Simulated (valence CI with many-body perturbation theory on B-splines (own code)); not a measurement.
**As XIX: electric-dipole lines**

Calculated by configuration interaction combined with many-body perturbation theory (CI+MBPT): five valence electrons over a frozen Dirac-Fock core [Ne], a basis of 9 s, 9 p, 8 d, 6 f, 3 g, 1 h functions for each j, with the one-electron correlation potential Σ1, the two-electron term Σ2, the three-electron term Σ3, Breit, model QED; selected CI, second order for the rest (own B-spline code, finite nucleus).

No measured spectrum was set against this ion. As an estimate, levels of excited configurations hold to 0.05 to 0.15 % of their energy, terms of the ground configuration to about 0.5 %. Among the levels kept, up to 450 cm⁻¹ of a level comes from second order outside the variational space, and about a tenth of that is noise between levels of different J, which matters for small intervals.

Lines 1 to 50 of 173 in falling wavelength, among levels below 1027400 cm⁻¹, chosen from the strongest by gf and those to the six lowest levels. Wavelengths and rates use the calculated energies, so an error of 300 cm⁻¹ moves a line at 59.71 nm by 0.18 % and its rate by three times that or more. Electric multipoles are in the length gauge, E1 and E2 with the static RPA response of the core. Weak lines are less certain than strong ones. Lines between different terms over intervals too small for the method are left out, as are lines whose strength nearly cancels. The highest levels of a list are the least certain.

Names give the largest LS component (configuration and term), which can be under half, so a name can repeat, a term be missing and a line seem to break the LS rules; names also repeat where a configuration has a term twice. Letters in brackets count levels of one name in rising energy.

```tsv
λ vac (nm)	Upper	Lower	A (s⁻¹)	S (a.u.)
59.71	3p5 2P°_3/2	3s2 3p2 3d 2D_5/2 [a]	7.49e+06	3.15e-03
53.16	3p5 2P°_3/2	3s2 3p2 3d 2P_1/2 [a]	1.46e+07	4.32e-03
50.04	3s 3p3 3d 6D°_5/2	3s2 3p2 3d 4P_3/2	8.40e+06	3.12e-03
47.84	3p5 2P°_3/2	3s2 3p2 3d 4P_1/2	9.02e+06	1.95e-03
47.16	3s 3p3 3d 6D°_7/2	3s2 3p2 3d 4P_5/2	1.65e+07	6.84e-03
42.31	3p5 2P°_3/2	3s 3p4 2P_3/2	2.14e+08	3.19e-02
36.46	3s 3p4 4P_5/2	3s2 3p3 2P°_3/2	6.48e+06	9.30e-04
35.92	3s 3p3 3d 6D°_3/2	3s2 3p2 3d 4D_5/2	1.29e+07	1.18e-03
35.74	3s 3p3 3d 6D°_5/2	3s2 3p2 3d 4D_5/2	1.09e+07	1.48e-03
34.36	3s 3p3 3d 6D°_1/2	3s2 3p2 3d 4D_1/2	2.43e+07	9.73e-04
34.19	3s 3p3 3d 6D°_7/2	3s2 3p2 3d 4F_9/2	6.86e+06	1.08e-03
34.14	3s 3p3 3d 6D°_1/2	3s2 3p2 3d 4D_3/2	2.90e+07	1.14e-03
34.02	3s 3p3 3d 6D°_3/2	3s2 3p2 3d 4D_3/2	2.30e+07	1.79e-03
33.62	3s 3p3 3d 6D°_9/2	3s2 3p2 3d 4F_9/2	7.70e+07	1.44e-02
33.45	3s 3p3 3d 6D°_5/2	3s2 3p2 3d 2F_7/2 [a]	1.03e+07	1.14e-03
33.21	3s 3p3 3d 6D°_7/2	3s2 3p2 3d 2F_7/2 [a]	9.12e+06	1.32e-03
32.68	3s 3p3 3d 6D°_9/2	3s2 3p2 3d 2F_7/2 [a]	1.82e+07	3.14e-03
32.52	3p5 2P°_3/2	3s2 3p2 3d 4D_1/2	4.60e+07	3.12e-03
32.43	3s 3p4 4P_3/2	3s2 3p3 2P°_3/2	7.98e+07	5.37e-03
32.32	3p5 2P°_3/2	3s2 3p2 3d 4D_3/2	6.96e+07	4.64e-03
31.95	3s 3p3 3d 6D°_3/2	3s2 3p2 3d 2F_5/2	1.41e+07	9.06e-04
31.85	3s 3p3 3d 6D°_7/2	3s2 3p2 3d 4F_7/2	6.68e+07	8.52e-03
31.81	3s 3p3 3d 6D°_5/2	3s2 3p2 3d 2F_5/2	1.90e+07	1.81e-03
31.40	3s 3p4 4P_1/2	3s2 3p3 2P°_3/2	2.85e+07	8.69e-04
31.36	3s 3p3 3d 6D°_9/2	3s2 3p2 3d 4F_7/2	4.47e+07	6.80e-03
29.83	3s 3p3 3d 6D°_5/2	3s2 3p2 3d 4F_5/2	3.31e+07	2.60e-03
29.65	3s 3p3 3d 6D°_7/2	3s2 3p2 3d 4F_5/2	3.08e+07	3.17e-03
28.98	3s 3p4 4P_3/2	3s2 3p3 2P°_1/2	2.45e+06	1.18e-04
28.77	3s 3p3 3d 6D°_3/2	3s2 3p2 3d 4F_3/2	2.29e+07	1.08e-03
28.65	3s 3p3 3d 6D°_5/2	3s2 3p2 3d 4F_3/2	1.22e+07	8.52e-04
28.44	3s 3p4 4P_5/2	3s2 3p3 2D°_5/2	1.89e+08	1.29e-02
28.15	3s 3p4 4P_1/2	3s2 3p3 2P°_1/2	1.88e+08	4.13e-03
27.55	3p5 2P°_3/2	3s2 3p2 3d 4F_3/2	1.91e+08	7.88e-03
26.90	3s 3p3 3d 6D°_3/2	3s2 3p2 3d 2P_3/2 [a]	2.72e+07	1.05e-03
26.89	3s 3p4 4P_5/2	3s2 3p3 2D°_3/2	3.23e+08	1.86e-02
26.38	3s 3p4 2D_3/2	3s2 3p3 2P°_3/2	7.27e+07	2.63e-03
26.29	3p5 2P°_3/2	3s 3p4 2S_1/2 [a]	1.18e+09	4.24e-02
25.93	3s 3p4 4P_3/2	3s2 3p3 2D°_5/2	9.11e+07	3.13e-03
25.83	3p5 2P°_3/2	3s2 3p2 3d 2P_3/2 [a]	3.32e+09	1.13e-01
25.49	3s 3p4 2D_5/2	3s2 3p3 2P°_3/2	1.15e+09	5.63e-02
24.63	3s 3p4 4P_3/2	3s2 3p3 2D°_3/2	2.26e+05	6.66e-06
24.05	3s 3p4 2D_3/2	3s2 3p3 2P°_1/2	3.51e+08	9.64e-03
24.03	3s 3p4 4P_1/2	3s2 3p3 2D°_3/2	1.05e+08	1.44e-03
23.31	3s 3p3 3d 6D°_3/2	3s 3p4 2D_5/2	3.62e+07	9.07e-04
23.14	3s 3p4 4P_5/2	3s2 3p3 4S°_3/2	2.96e+09	1.08e-01
22.50	3p5 2P°_3/2	3s 3p4 2D_5/2	7.19e+09	1.62e-01
22.24	3s2 3p2 3d 2P_3/2 [a]	3s2 3p3 2P°_3/2	8.58e+08	1.86e-02
21.91	3s 3p4 2D_3/2	3s2 3p3 2D°_5/2	1.09e+08	2.26e-03
21.91	3s 3p4 2S_1/2 [a]	3s2 3p3 2P°_3/2	4.87e+07	5.05e-04
21.84	3p5 2P°_3/2	3s 3p4 2D_3/2	2.87e+09	5.91e-02
```
